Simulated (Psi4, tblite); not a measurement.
Two rigid molecules brought together: C2H2 ··· H6B3N3 (SMILES C#C and B1NBNBN1). Monomers: optimised at B3LYP-D3(BJ) (def2-TZVP), held rigid. Orientation: lowest of the rigid-body minima from ten starts at GFN2-xTB. Only R, the distance of the centres of mass, is varied, so the lowest point isn't the relaxed dimer. The table gives interaction energies.

```csv
R / Å,A,B
3.44,4.18,0.30
3.68,0.50,-2.25
3.83,-0.60,-2.89
4.07,-1.34,-3.11
4.24,-1.46,-2.97
4.49,-1.36,-2.58
4.75,-1.15,-2.13
5.09,-0.86,-1.61
5.57,-0.56,-1.06
6.30,-0.30,-0.56
7.27,-0.14,-0.27
8.59,-0.06,-0.12
```

Energies in kcal/mol.

### Question
Assign the columns to these levels of theory: GFN2-xTB (tblite); Psi4 1.11 with SAPT0/jun-cc-pVDZ, frozen core.

### Answer
A is SAPT0/jun-cc-pVDZ; B is GFN2-xTB.
